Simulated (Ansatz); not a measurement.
One change: `CB(O)S` becomes `COB(C)S`.

Ansatz, PBE0-D4/def2-TZVP geometries, multiplicity 1. Each molecule was computed in one conformer, which needn't be the lowest.

```
                                      property  `CB(O)S`
zero-point energy (PBE0-D4/def2-TZVP) / kJ/mol     172.4
       HOMO–LUMO gap (ωB97M-V/def2-TZVPP) / eV     11.63
             HOMO energy (PBE/def2-TZVPP) / eV     -6.41
           HOMO energy (B3LYP/def2-TZVPP) / eV     -7.40
           LUMO energy (B3LYP/def2-TZVPP) / eV     -0.16
           HOMO–LUMO gap (PBE/def2-TZVPP) / eV      5.68
```

Give the same properties after the change, and the shifts. (Best estimate.)

The calculation gave: 
```tsv
property	`COB(C)S`	shift
zero-point energy (PBE0-D4/def2-TZVP) / kJ/mol	246.2	73.8
HOMO–LUMO gap (ωB97M-V/def2-TZVPP) / eV	11.82	0.19
HOMO energy (PBE/def2-TZVPP) / eV	-6.36	0.05
HOMO energy (B3LYP/def2-TZVPP) / eV	-7.34	0.06
LUMO energy (B3LYP/def2-TZVPP) / eV	0.21	0.37
HOMO–LUMO gap (PBE/def2-TZVPP) / eV	5.80	0.12
```

With PBE0 the HOMO rises by 0.06 eV and the LUMO rises by 0.25 eV, so the gap widens by about 0.19 eV. PBE moves the HOMO by 0.05 eV and ωB97M-V by 0.05 eV. The zero-point energy changes by 73.8 kJ/mol with +9 modes.

B3LYP here is the variant with VWN-RPA as its local correlation; programs differ in this.
